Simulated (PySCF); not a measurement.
## Ga2: frontier orbitals

PBE0 at R = 2.709 Å; PySCF, scalar-relativistic core potentials, basis sets Ga cc-pVTZ-PP with ECP10. State: ³Πu (triplet), unpaired electrons σ ↑, π ↑. Only the outer orbitals are listed.

```tsv
spin	orbital	occ.	ε (eV)	main shells (%)
α	σg	1	-11.71	93 s
α	σu	1	-9.00	92 s
α	σg	1	-4.57	91 p, 8 s
α	πu	1	-4.34	97 p
α	πu	0	-2.74	98 p
α	πg	0	-1.23	98 p
α	πg	0	-0.88	97 p
β	σg	1	-10.56	95 s
β	σu	1	-7.99	94 s
β	πu	0	-2.35	98 p
β	σg	0	-1.92	91 p, 8 s
β	πu	0	-1.91	99 p
```

Problem. Which are the highest filled and the lowest empty level, where do they sit, and how wide is the gap?

Solution. Highest filled α πu at -4.34 eV (in %: 97 p); lowest empty α πu at -2.74 eV (in %: 98 p); the gap at PBE0 is 1.60 eV. Both belong to one degenerate shell, split only by its one-sided filling, so this is no excitation gap.

| Quantity | Value |
| --- | --- |
| bond order (Mayer) | 1.15 |
| ⟨S²⟩ | 2.006 |
| polarisability along the bond | 178.1 bohr³ |
| polarisability across the bond | 74.5 bohr³ |

Spin–orbit coupling is left out. The state was picked by a PBE0 search and need not be the measured ground state.
